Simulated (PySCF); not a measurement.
Job file and geometry (Å, from GFN2-xTB) of a spin–spin coupling run on SMILES BCC=C, C₃H₇B, B3LYP/pcJ-1 indirect spin-spin coupling, non-relativistic, gas phase in PySCF; density fitting, a coarse starting grid and PySCF grid level 2 are the driver's defaults:

```
$ OMP_NUM_THREADS=1 python probes_run.py task.json out

{"job": {"kind": "j", "xc": "B3LYP", "basis": "pcJ-1"}, "charge": 0, "multiplicity": 1}
B     -1.731746     0.504217     0.255572
C     -0.563355    -0.307840    -0.410736
C      0.717045    -0.363467     0.357285
C      1.873449     0.097531    -0.081718
H     -1.692278     0.802789     1.384784
H     -2.668537     0.778349    -0.387933
H     -0.366540     0.026842    -1.432380
H     -0.952519    -1.330753    -0.507835
H      0.647043    -0.801685     1.344606
H      1.971887     0.542274    -1.059303
H      2.770975     0.054414     0.511695
```

Task: What does the program print?

Result: 
```
coarse grid: 8688 points
cycle   1  E = -143.2750245843  dE =  1.601e-01  |g| = 3.999e-01  |ddm| = 2.524e+00
cycle   2  E = -143.2681478412  dE =  6.877e-03  |g| = 4.348e-01  |ddm| = 6.970e-01
cycle   3  E = -143.3183008655  dE = -5.015e-02  |g| = 2.632e-02  |ddm| = 3.851e-01
cycle   4  E = -143.3184493238  dE = -1.485e-04  |g| = 1.243e-02  |ddm| = 3.578e-02
cycle   5  E = -143.3184869206  dE = -3.760e-05  |g| = 4.729e-03  |ddm| = 1.264e-02
cycle   6  E = -143.3184916877  dE = -4.767e-06  |g| = 1.722e-03  |ddm| = 4.291e-03
final grid: 82440 points
cycle   7  E = -143.3498653464  dE = -7.341e-05  |g| = 5.841e-03  |ddm| = 1.473e-02
cycle   8  E = -143.3498590390  dE =  6.307e-06  |g| = 7.630e-03  |ddm| = 9.447e-03
cycle   9  E = -143.3498732024  dE = -1.416e-05  |g| = 1.273e-03  |ddm| = 5.670e-03
cycle  10  E = -143.3498735530  dE = -3.506e-07  |g| = 5.410e-04  |ddm| = 1.345e-03
cycle  11  E = -143.3498736272  dE = -7.426e-08  |g| = 4.310e-05  |ddm| = 4.127e-04
cycle  12  E = -143.3498736277  dE = -4.719e-10  |g| = 9.163e-06  |ddm| = 4.322e-05
converged SCF energy = -143.3498736277

Indirect spin-spin couplings (Hz)
  i      j    bonds     total        FC       PSO       DSO        SD
  0 B    1 C    1     47.213    49.594    -2.757     0.146     0.229
  0 B    2 C    2     -3.152    -2.999    -0.064    -0.018    -0.071
  0 B    3 C    3      3.941     3.857     0.184    -0.082    -0.019
  0 B    4 H    1    133.139   134.167    -1.944     0.336     0.580
  0 B    5 H    1    131.404   132.425    -1.898     0.311     0.566
  0 B    6 H    2     -4.211    -3.809    -0.090    -0.394     0.082
  0 B    7 H    2     -6.721    -6.981     0.203    -0.273     0.329
  0 B    8 H    3      2.490     2.740    -0.106    -0.129    -0.015
  0 B    9 H    4     -1.769    -1.739     0.230    -0.233    -0.027
  0 B   10 H    4     -1.662    -1.622     0.342    -0.379    -0.003
  1 C    2 C    1     41.454    42.678    -1.407     0.183         -
  1 C    3 C    2      0.814     1.229    -0.355    -0.061         -
  1 C    4 H    2      3.919     4.395    -0.283    -0.193         -
  1 C    5 H    2      5.088     5.573    -0.305    -0.180         -
  1 C    6 H    1    126.591   124.520     1.326     0.744         -
  1 C    7 H    1    114.814   112.315     1.756     0.742         -
  1 C    8 H    2      6.550     6.721     0.134    -0.305         -
  1 C    9 H    3      8.399     8.565    -0.115    -0.051         -
  1 C   10 H    3     12.319    12.419     0.418    -0.519         -
  2 C    3 C    1     78.766    88.436    -9.803     0.133         -
  2 C    4 H    3      6.437     6.376    -0.005     0.067         -
  2 C    5 H    3      8.228     8.259     0.280    -0.310         -
  2 C    6 H    2     -2.537    -2.193    -0.150    -0.194         -
  2 C    7 H    2     -8.711    -8.645     0.080    -0.146         -
  2 C    8 H    1    158.112   157.100     0.241     0.771         -
  2 C    9 H    2     -1.488     0.467    -1.397    -0.559         -
  2 C   10 H    2     -0.376     1.450    -1.245    -0.582         -
  3 C    5 H    4      0.652     0.665     0.243    -0.257         -
  3 C    6 H    3      6.664     7.057    -0.374    -0.019         -
  3 C    7 H    3      6.574     6.728     0.281    -0.435         -
  3 C    8 H    2      1.771     3.502    -1.150    -0.581         -
  3 C    9 H    1    159.695   158.495     0.624     0.577         -
  3 C   10 H    1    163.674   162.497     0.637     0.540         -
  4 H    5 H    2      5.453     5.734     2.012    -2.293         -
  4 H    6 H    3      5.739     5.946     1.855    -2.062         -
  4 H    7 H    3     -0.875    -0.783     1.367    -1.460         -
  5 H    6 H    3      4.089     4.205     0.297    -0.413         -
  5 H    7 H    3     -0.848    -0.783     0.767    -0.833         -
  5 H    8 H    4     -0.308    -0.191     1.142    -1.259         -
  5 H    9 H    5     -0.294    -0.231     0.559    -0.622         -
  6 H    7 H    2    -20.734   -20.931     2.400    -2.204         -
  6 H    8 H    3     11.700    11.833     2.874    -3.007         -
  6 H    9 H    4     -0.436    -0.415    -1.454     1.434         -
  6 H   10 H    4     -0.473    -0.275     1.582    -1.780         -
  7 H    8 H    3      4.576     4.640     0.573    -0.637         -
  7 H    9 H    4     -3.146    -2.975     1.150    -1.321         -
  7 H   10 H    4     -3.342    -3.203     1.595    -1.733         -
  8 H    9 H    3     17.449    18.009     2.880    -3.439         -
  8 H   10 H    3     11.272    11.747     0.327    -0.801         -
  9 H   10 H    2      0.172    -0.085     3.876    -3.619         -
```

Size and cost of the density-fitted run: 178 basis functions, 22 s wall time on 1 thread of an Arm Neoverse N1, shared host; peak memory 0.73 GiB.
